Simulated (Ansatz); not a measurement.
`CC([SiH3])=C=N` + `[OH][GeH2][SH]` → `[SiH3][O][GeH2][SH]` + `CC=C=N`  (ligand exchange at the Si–C bond)

Computed with Ansatz on PBE0-D4/def2-TZVP structures; ΔE is electronic, products minus reactants. CCSD(T)/CBS is the MP2 limit (def2-TZVPP, def2-QZVPP) plus CCSD(T) − MP2 in def2-TZVPP, frozen cores. For Ge outer-core shells are correlated without core-valence functions, which leaves a few kJ/mol of doubt a bond. Scalar relativity is left out up to krypton. One conformer a species, not always the lowest.

```csv
species,CCSD(T)/def2-TZVPP energy (Eh)
`CC([SiH3])=C=N`,-461.98685
`[OH][GeH2][SH]`,-2550.92302
`[SiH3][O][GeH2][SH]`,-2841.21593
`CC=C=N`,-171.72529
```

Problem. Work out ΔE.

Solution. ΔE = (-2841.21593) + (-171.72529) − (-461.98685) − (-2550.92302) = -0.03135 Eh = -0.85 eV. CCSD(T)/CBS gives -0.85 eV.

Largest T1 diagnostic among the species: 0.014.

In def2-TZVPP, CCSD(T) changes the Hartree–Fock value by +0.20 eV (the triples alone add +0.04 eV) and MP2 by +0.24 eV. From PBE to PBE0 (25 % exact exchange), in def2-TZVPP and without D4, ΔE moves by −0.06 eV.
